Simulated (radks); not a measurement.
Q: In3+, configuration [Kr] 4d10. Calculated with a radial shooting solver on a logarithmic mesh with Libxc functionals: scalar-relativistic Kohn-Sham, PBEsol, spin-polarised, spherical densities, point nucleus. Some entries of the table are withheld. Estimate them.

orbital  occ.  eigenvalue (eV)  <r^2> (bohr^2)
1s          2        -27769.48        0.001195
2s          2        -4183.298             (1)
2p          6        -3758.435         0.01537
3s          2              (2)          0.1391
3p          6        -678.4773          0.1400
3d         10        -462.3284             (3)
4s          2              (4)          0.8139
4p          6        -107.6568          0.9692
4d         10              (5)           1.566

A: 
(1) 2s <r^2> (bohr^2): 0.01949
(2) 3s eigenvalue (eV): -817.5934
(3) 3d <r^2> (bohr^2): 0.1251
(4) 4s eigenvalue (eV): -149.1525
(5) 4d eigenvalue (eV): -47.8713
